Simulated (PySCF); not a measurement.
## GaB⁺ from Hartree–Fock to correlated methods

State: ²Σ⁺ (doublet), unpaired electrons σ ↑. Set-up: Ga cc-pVTZ-PP with ECP10, B cc-pVTZ; scalar-relativistic core potentials (PySCF 2.14). De refers to Ga⁺ + B in their high-spin ground configurations, without counterpoise correction. The functionals are run spin-unrestricted. A positive dipole points towards B; it is taken about the centre of mass and depends on that origin.

```csv
Level,Re (Å),ωe (cm⁻¹),De (eV),μ (D),"CPU s a point (SCF and correlation, without the integrals)"
UHF,2.894,190,0.56,1.97,0.52
UHF-MP2,2.748,213,0.73,n/a,0.98
UHF-SCS-MP2,2.783,203,0.68,n/a,n/a
UHF-CCSD,2.763,210,0.72,n/a,n/a
UHF-CCSD(T),2.742,216,0.75,n/a,41
PBE,2.836,193,0.94,2.37,1.3
PBEsol,2.780,206,1.03,2.47,0.84
r²SCAN,2.785,207,0.93,2.51,2
B3LYP,2.855,191,0.81,2.19,1.7
PBE0,2.797,208,0.88,2.30,2.4
ωB97X,2.803,216,0.83,2.16,2.4
B2PLYP,2.803,204,0.77,2.13,1.5
```

The bond length runs from 2.742 Å (UHF-CCSD(T)) to 2.894 Å (UHF). De spans 0.56 eV (UHF, mean field) to 1.03 eV (PBEsol, GGA). Correlation at CCSD(T) changes the Hartree–Fock bond energy by +0.19 eV; the triples alone change it by +0.03 eV.

Correlated steps freeze 5 core orbitals. Spin–orbit coupling is left out. For an ion De counts to the pair picked by the measured ionisation energies or electron affinities, which need not be the lowest pair at this level. B2PLYP dipoles, levels and charges come from its SCF part alone. The state is the lowest determinant that a PBE0 search found; another state may lie lower at other levels.

The whole job (state search and all levels along the bond) took about 9.6 min on 1 thread of Arm Neoverse N1 (shared host), peak memory 1.4 GiB.
